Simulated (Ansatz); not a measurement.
Born–Oppenheimer molecular dynamics of Cl2Zn (3 atoms, charge 0, multiplicity 1). It starts from a relaxed structure.

Theory: Ansatz, RKS BLYP/def2-SVP.

* ensemble: NVE (velocity Verlet)
* time step: 1 fs
* steps asked: 250
* starting velocities drawn for: 200 K
* seed: 628593

First frame:

```xyz
3
Properties=species:S:1:pos:R:3
Zn 0.000 0.000 0.000
Cl 0.000 0.000 2.118
Cl 0.000 0.000 -2.118
```

Problem. How far do the bonds stretch over the last three quarters of this one trajectory? (Pairs bonded in most of those frames.)

Solution. 
| bond | mean (Å) | spread (Å) | shortest | longest |
| --- | --- | --- | --- | --- |
| Zn1–Cl2 | 2.120 | 0.017 | 2.09 | 2.15 |
| Zn1–Cl3 | 2.120 | 0.016 | 2.10 | 2.15 |

Mean temperature of the second half: 124 K. The conserved energy stayed within 0.0027 meV per atom of its start (net change -0.00067 meV per atom), so the integration is sound. A run of 0.25 ps of so small a system gives no equilibrium averages.

The run took 7.8 min on 1 thread of Arm Neoverse V1 (shared host), peak memory 0.11 GiB.
